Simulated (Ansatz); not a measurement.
These are frozen-core CCSD(T)/cc-pVTZ // B3LYP-D3(BJ)/def2-TZVP (Ansatz, a quantum-chemistry and plane-wave program) values and carry that method's errors.

Ansatz 0.2 input:
```yaml
crystal:
  periodic: [false, false, false]
  atoms:
    - { symbol: N, position_ang: [2.122391, -0.314266, -0.035066] }
    - { symbol: B, position_ang: [0.972429, 0.141307, -0.093689] }
    - { symbol: C, position_ang: [-0.496912, 0.63427, -0.14437] }
    - { symbol: N, position_ang: [-1.513597, -0.387664, 0.19146] }
    - { symbol: H, position_ang: [3.052416, -0.654378, 0.004693] }
    - { symbol: H, position_ang: [-0.723795, 1.026978, -1.139079] }
    - { symbol: H, position_ang: [-0.628814, 1.482021, 0.533172] }
    - { symbol: H, position_ang: [-1.436436, -1.17685, -0.440199] }
    - { symbol: H, position_ang: [-1.347682, -0.75142, 1.12308] }
basis:
  gaussian: { orbitals: cc-pVTZ }
correlation:
  method: ccsd_t
```

Output:

```
Functional definition: HF
1092 factors; integrals over basis functions are off by at most 1.2e-3 eV
mean field evaluation 1: about -4741.9630 eV, gradient 4.6e1 eV
mean field evaluation 2: about -4741.9657 eV, gradient 4.6e1 eV
mean field evaluation 4: about -4746.3937 eV, gradient 4.3e0 eV
mean field evaluation 8: about -4746.4583 eV, gradient 3.2e-1 eV
mean field evaluation 16: about -4746.3910 eV, gradient 4.3e0 eV
mean field -4746.45879298 eV, -174.4291433767 hartree, gradient 4.2e-6 eV, S^2 0.000000; 0 other end points of the search recorded, 0 dependent functions left out
4 core orbitals not correlated
reference -4746.45879298 eV, -174.4291433767 hartree; 11, 11 occupied and 175, 175 virtual orbitals, 1092 factors
second order -18.63948255 eV of doubles, -0.00000000 eV of singles
cycle   1  -18.77743756 eV  change   -1.4e-1 eV  update   9.4e-2
cycle   2  -19.21519406 eV  change   -4.4e-1 eV  update   2.8e-2
cycle   3  -19.32880246 eV  change   -1.1e-1 eV  update   1.5e-2
cycle   4  -19.31876287 eV  change    1.0e-2 eV  update   3.6e-3
cycle   5  -19.31934994 eV  change   -5.9e-4 eV  update   1.6e-3
cycle   6  -19.31973504 eV  change   -3.9e-4 eV  update   3.9e-4
cycle   7  -19.31954116 eV  change    1.9e-4 eV  update   1.7e-4
cycle   8  -19.31951815 eV  change    2.3e-5 eV  update   6.2e-5
cycle   9  -19.31952584 eV  change   -7.7e-6 eV  update   2.7e-5
perturbative correction -0.83313758 eV, -0.0306172412 hartree
Total energy: -4766.61145640 eV, -175.1697400973 hartree
```

Cost: about 80 core-seconds (a rough figure).
